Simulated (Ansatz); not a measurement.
Total energies of Si₁₉OH₂₆, a nanocrystal with a defect cut from the lattice of silicon (double-bonded O in place of two caps) from Ansatz at PBE-D4/def2-TZVP, gas phase (1 Eh = 27.2114 eV = 2625.5 kJ/mol). The reference geometry is relaxed at PBE-D4/def2-SVP.

```xyz
46

Si   -1.1171   -1.3870    3.5702
Si    2.5807   -0.8600    2.9521
Si   -3.5027   -1.8724    0.5423
Si    0.2088   -1.2190   -0.0096
Si   -2.1575   -1.8543   -2.9540
Si   -2.2827    1.5193   -0.9754
Si    1.6260   -1.2860   -3.4987
Si    0.0620    1.9965    2.0434
Si    1.4843    2.0683   -1.5226
Si    3.9899   -0.8817   -0.6757
Si   -3.3406   -1.2315    2.8043
Si    0.4308   -0.3210    2.1509
Si    4.3462   -0.1762    1.5446
Si   -2.0502    2.5298    1.1412
Si   -1.9408   -0.8001   -0.8586
Si    1.8444   -0.2492   -1.3955
Si   -0.5113   -1.2395   -4.5337
Si   -0.6685    2.5341   -2.3595
Si    1.6035    3.0591    0.6125
O     2.8398   -2.0868   -4.0792
H    -1.0055   -0.8180    4.9634
H    -0.7418   -2.8477    3.6302
H     2.6323   -2.3641    3.0729
H     2.7568   -0.2779    4.3334
H    -3.2304   -3.3545    0.4535
H    -4.8981   -1.6239    0.0249
H     0.4411   -2.7110    0.0408
H    -2.0112   -3.3387   -2.7216
H    -3.5337   -1.6031   -3.5204
H    -3.6641    1.7874   -1.5243
H     0.1778    2.5770    3.4332
H     2.5285    2.6684   -2.4335
H     4.0587   -2.3850   -0.7266
H     5.0298   -0.2979   -1.5946
H    -4.2180   -2.1402    3.6340
H    -3.8443    0.1779    2.9734
H     5.6345   -0.7648    2.0712
H     4.4734    1.3245    1.5899
H    -3.1716    2.1285    2.0639
H    -2.1107    4.0285    0.9528
H    -0.7682    0.1646   -5.0199
H    -0.5127   -2.1808   -5.7108
H    -0.8012    2.0656   -3.7858
H    -0.8789    4.0291   -2.3342
H     3.0072    3.0028    1.1565
H     1.2051    4.5110    0.4782
```

| state | geometry | energy (Eh) |
| --- | --- | --- |
| charge 0 singlet | reference | -5588.81376 |
| charge 1 doublet | reference | -5588.53485 |
| charge -1 doublet | reference | -5588.87955 |
| free Si atom (triplet) | – | -289.22285 |
| free O atom (triplet) | – | -75.00967 |
| free H atom (doublet) | – | -0.49962 |

Single mean-field runs in def2-TZVP are fitted with def2-universal-jkfit.

Problem. Work out the vertical ionisation energy to the doublet.

Solution. E(charge 1 doublet) − E(charge 0 singlet) = -5588.53485 − (-5588.81376) = 0.27891 Eh = 7.59 eV. For comparison, −ε of the highest occupied level is 5.76 eV at this level, 1.83 eV less.

Problem. Work out the vertical electron affinity, to the doublet.

Solution. E(charge 0 singlet) − E(charge -1 doublet) = -5588.81376 − (-5588.87955) = 0.06579 Eh = 1.79 eV. The basis lacks diffuse functions, which makes affinities too small.

Problem. Give the fundamental gap IE − EA, the Mulliken electronegativity (IE + EA)/2 and the hardness (IE − EA)/2.

Solution. From the values in Eh: IE − EA = 0.27891 − 0.06579 = 0.21312 Eh = 5.80 eV; (IE + EA)/2 = 4.69 eV; (IE − EA)/2 = 2.90 eV. The HOMO–LUMO gap of the same run is 2.34 eV, 3.46 eV smaller than the fundamental gap.

Problem. What is the binding energy per atom against free atoms?

Solution. Atoms: 19 × (-289.22285) + 1 × (-75.00967) + 26 × (-0.49962) = -5583.23394 Eh. Binding: -5583.23394 − (-5588.81376) = 5.57982 Eh = 151.83 eV, or 3.30 eV for each of 46 atoms (no zero-point energy, no counterpoise term).

At PBE-D4/def2-TZVP the gap within one spin of the charge 1 doublet nearly closes, so an electron or hole may be smeared out by delocalisation error.
